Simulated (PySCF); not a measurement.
**How methods differ on the excitation energy of Zn**

Zn [Ar] 3d10 4s2 (1S) → Zn [Ar] 3d10 4s1 4p1 (3P), as a difference of total energies. All numbers are calculated (PySCF 2.14, scalar relativity by spin-free X2C-1e, in aug-cc-pVTZ-DK). Correlated levels: valence: [Ar] frozen. The calculations carry no spin-orbit coupling.

Question: Order these methods by the excitation energy they give, lowest first.
A. SCS-MP2 (valence)
B. MN15
C. LDA
D. PBE0

Answer: D (3.933 eV), A (4.002 eV), B (4.281 eV), C (4.488 eV).

Errors of the correlated levels include the incompleteness of this basis and the frozen core.

For comparison: 4.054 eV (measured; NIST levels, between the centres of gravity of the two terms).
